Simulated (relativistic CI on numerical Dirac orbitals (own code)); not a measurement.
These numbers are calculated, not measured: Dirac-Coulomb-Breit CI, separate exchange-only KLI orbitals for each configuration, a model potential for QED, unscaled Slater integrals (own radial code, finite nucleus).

The strongest absorption lines from the ground level of an ion, among the configurations computed and to levels below about 2360 eV (vacuum wavelength in Å, gf): 6.7020 (0.16), 6.7142 (0.28), 7.3124 (1.1), 8.1416 (6.6), 8.3894 (1.1), 8.6245 (0.38), 10.264 (0.3), 10.406 (0.13).

**Question.** Which ion is it?
A. Tb37+
B. Sm34+
C. Tb39+
D. Tb35+

**Answer.** A. Tb37+ has 28 electrons and the ground level 3s2 3p6 3d10 1S_0; the strongest line goes to 3s2 3p6 3d9 4f 1P°_1. The pattern of lines fixes the number of electrons, and along that sequence the line energies rise steadily with the charge (about as its square where n changes within one kind of shell, about linearly where n is kept but much faster in heavy ions where fine structure, which grows about as Z⁴, sets the gap, and irregularly where shells cross), which fixes Z. Configurations outside the model, such as inner-shell arrays, can give stronger lines. At this charge energies of transitions that change n are usually good to better than 1 %, and those within a shell (Δn = 0) to a few per cent.

LS names give the leading component of a level, which can be under half, so a name can repeat, a term be missing and a line seem to break the LS rules.
